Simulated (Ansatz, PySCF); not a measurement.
Spin gap between two states, R1 and P1; the higher of the two is an excited state, each structure at its B3LYP-D3(BJ)/def2-TZVP stationary point, reached from a drawn start (curvature not checked).
R1, CH2 (SMILES [CH2]) (charge 0, multiplicity 3):
```xyz
3

C      0.000     0.000    -0.275
H      0.996     0.000     0.137
H     -0.996     0.000     0.137
```
P1, CH2 (SMILES [CH2]) (charge 0, multiplicity 1):
```csv
atom,x (Å),y (Å),z (Å)
C,0.0000,0.0000,-0.4669
H,0.8620,0.0000,0.2334
H,-0.8620,0.0000,0.2334
```

P less R. No zero-point or thermal terms; singlets are restricted closed shells; open shells are unrestricted.

Correlated levels freeze the cores. CBS: X⁻³ extrapolation of the correlation energy, Hartree–Fock from the larger set.

The values were computed with Ansatz (an electronic-structure program); PySCF for the D3/D4 terms. Each number belongs to the level named beside it.

The comparison value is 9.32 kcal/mol (CCSD(T)/CBS(cc-pVTZ, cc-pVQZ)). It is a level with limits of its own, not the exact answer.

### Question
Order these levels by how close they come to the comparison value for the spin gap, closest first: revPBE-D3(BJ)/def2-TZVPP, BLYP-D4/def2-TZVPP, BHLYP-D4/def2-TZVPP, CAM-B3LYP-D4/def2-TZVPP, HF/cc-pVTZ. Give each level's value less the comparison value.

### Answer
BLYP-D4/def2-TZVPP (1.12 kcal/mol), CAM-B3LYP-D4/def2-TZVPP (3.42 kcal/mol), BHLYP-D4/def2-TZVPP (3.96 kcal/mol), revPBE-D3(BJ)/def2-TZVPP (6.50 kcal/mol), HF/cc-pVTZ (19.14 kcal/mol)
